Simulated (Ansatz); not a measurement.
Relaxation of CH₄FSe (7 atoms, charge 0, multiplicity 2), to a largest force component of 0.03 eV/Å in at most 50 steps.

These are results of UKS BLYP-D4/def2-SVP (Ansatz), not measurements.

```xyz
7
Properties=species:S:1:pos:R:3
H 0.428 -0.774 0.578
Se 1.480 -1.516 1.359
C -1.024 0.587 -0.706
F -1.365 1.655 0.030
H 2.500 -0.501 0.978
H -1.791 -0.199 -0.788
H -0.228 0.749 -1.450
```

Task: Where does it end, and by what steps?

Result: It converged. The force dipped under the threshold on the way, but the program's further checks kept it going. After 12 steps the energy has fallen by 0.793 eV; H1 moved furthest, 0.96 Å. Parted: H1–Se2. Joined: H1–C3.

```csv
step,energy less start (eV),largest force component (eV/Å),accepted
0,0.0000,0.104,yes
1,-0.0125,0.155,yes
2,-0.0212,0.312,yes
3,-0.0706,0.732,yes
4,-0.2951,0.896,yes
5,-0.6735,1.112,yes
6,-0.7812,0.481,yes
7,-0.7884,0.202,yes
8,-0.7921,0.024,yes
9,-0.7922,0.127,yes
10,-0.7927,0.053,yes
11,-0.7929,0.003,yes
12,-0.7930,0.017,yes
```

```xyz
7
Properties=species:S:1:pos:R:3
H -0.221 -0.090 0.375
Se 1.577 -1.651 1.207
C -0.800 0.393 -0.457
F -1.332 1.592 -0.022
H 2.497 -0.498 0.970
H -1.611 -0.306 -0.759
H -0.111 0.560 -1.314
```

The run took 12 s on 2 threads of AMD EPYC 9R45 96-Core Processor (Zen 5) (shared host), peak memory 0.21 GiB.
